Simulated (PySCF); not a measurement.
A side-by-side comparison of computed properties.

First species: C6H12FNSi2.
SMILES: `C=C(C)[Si@@H](C#N)C[C@@H](F)[SiH3]`

Second species: C7H8FNO.
SMILES with atom numbers: `[CH3:1][CH2:2][C@@H:3]1[C:4](=[O:5])[C@@H:6]([C:7]#[N:8])[C@@H:9]1[F:10]` (hydrogens: H11, H12, H13 on C1; H14, H15 on C2; H16 on C3; H17 on C6; H18 on C9)

Structure used (GFN2-xTB), in Å, numbered top down from 1:
```xyz
18
C7H8FNO angstrom
C      2.515    0.151   -0.662
C      1.353   -0.645   -0.085
C      0.035   -0.277   -0.774
C     -0.505    1.087   -0.394
O     -0.148    2.210   -0.551
C     -1.732    0.469    0.304
C     -3.012    0.893   -0.181
N     -4.022    1.211   -0.610
C     -1.239   -0.919   -0.176
F     -1.013   -1.795    0.846
H      2.338    1.218   -0.557
H      3.434   -0.101   -0.138
H      2.648   -0.074   -1.718
H      1.523   -1.715   -0.218
H      1.266   -0.454    0.987
H      0.137   -0.413   -1.853
H     -1.688    0.581    1.391
H     -1.899   -1.420   -0.889
```

Levels: PBE0/pcSseg-1 for dipole moment, HOMO energy, LUMO energy and HOMO–LUMO gap; GFN2-xTB for rotational constant A and rotational constant C. Geometries: GFN2-xTB. Each structure is a single optimised conformer of the isolated species, non-relativistic unless stated. Electronic properties by PySCF.

The conformers computed, where there is a choice (atom-mapped SMILES and torsion angles):
- `[CH2:1]=[C:2]([CH3:3])[Si@@H:4]([C:5]#[N:6])[CH2:7][C@@H:8]([F:9])[SiH3:10]`: C1–C2–Si4–C5 145°, C2–Si4–C7–C8 61°, Si4–C7–C8–F9 56°
- `[CH3:1][CH2:2][C@@H:3]1[C:4](=[O:5])[C@@H:6]([C:7]#[N:8])[C@@H:9]1[F:10]`: C1–C2–C3–C4 -73°

Values for the first species:

- Dipole moment: 3.84 D
- HOMO energy: -8.00 eV
- LUMO energy: -0.83 eV
- HOMO–LUMO gap: 7.17 eV
- Rotational constant A: 1.292 GHz
- Rotational constant C: 0.450 GHz

Question: Estimate the same properties for the second species, and the change in each.

Answer: 
| property | first | second | second less first |
| --- | --- | --- | --- |
| dipole moment | 3.84 D | 4.30 D | +0.46 D |
| HOMO energy | -8.00 eV | -7.99 eV | +0.01 eV |
| LUMO energy | -0.83 eV | -1.72 eV | -0.89 eV |
| HOMO–LUMO gap | 7.17 eV | 6.27 eV | -0.90 eV |
| rotational constant A | 1.292 GHz | 2.135 GHz | +0.843 GHz |
| rotational constant C | 0.450 GHz | 0.724 GHz | +0.274 GHz |

On the first: A dipole of 3.84 D is allowed in C1, and pure rotational transitions are dipole-allowed. The dipole matches unit charges of opposite sign 0.80 Å apart (1 e·Å = 4.8032 D).

On the second: The dipole matches unit charges of opposite sign 0.90 Å apart (1 e·Å = 4.8032 D).
